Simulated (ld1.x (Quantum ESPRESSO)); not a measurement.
**Reading a pseudo-wave (Er (Z = 68))**

Columns: radius, all-electron u(r) and pseudo u(r) of the 6p shell (level -1.13 eV) of erbium in the configuration [Xe] 4f12 5d0 6s2 6p0; PBE, scalar-relativistic, RRKJ scheme, ld1.x (Quantum ESPRESSO) 7.5.

| r (bohr) | all-electron | pseudo |
| --- | --- | --- |
| 0.188 | -0.0582 | 0.0005 |
| 0.375 | 0.0892 | 0.0023 |
| 0.562 | 0.0470 | 0.0056 |
| 0.750 | -0.0694 | 0.0112 |
| 0.938 | -0.1479 | 0.0196 |
| 1.125 | -0.1721 | 0.0313 |
| 1.312 | -0.1554 | 0.0468 |
| 1.500 | -0.1133 | 0.0665 |
| 1.688 | -0.0579 | 0.0902 |
| 1.875 | 0.0022 | 0.1173 |
| 2.062 | 0.0623 | 0.1473 |
| 2.250 | 0.1200 | 0.1796 |
| 2.438 | 0.1733 | 0.2130 |
| 2.625 | 0.2214 | 0.2463 |
| 2.812 | 0.2645 | 0.2790 |
| 3.000 | 0.3026 | 0.3102 |
| 3.188 | 0.3359 | 0.3392 |
| 3.375 | 0.3643 | 0.3653 |
| 3.562 | 0.3880 | 0.3882 |
| 3.750 | 0.4075 | 0.4075 |
| 3.938 | 0.4229 | 0.4229 |
| 4.125 | 0.4343 | 0.4343 |
| 4.312 | 0.4422 | 0.4422 |
| 4.500 | 0.4469 | 0.4469 |
| 4.688 | 0.4487 | 0.4487 |
| 4.875 | 0.4480 | 0.4480 |

(1) How many radial nodes do the two functions have?

(2) At about which radius was the pseudo-wave matched?

(3) Is the pseudo-wave norm-conserving?

Answers

(1) The all-electron 6p function has n − l − 1 = 4 (the table is too coarse to show those close to the nucleus); the pseudo-wave has 0, since the states of the same l below it are removed with the core.

(2) 3.75 bohr. The columns agree to 0.0005 from 3.56 bohr on; several derivatives are matched, so the curves merge somewhat inside the radius.

(3) Yes: the RRKJ scheme keeps the norm inside the radius equal to the all-electron one, which fixes the energy derivative of the logarithmic derivative at the level.
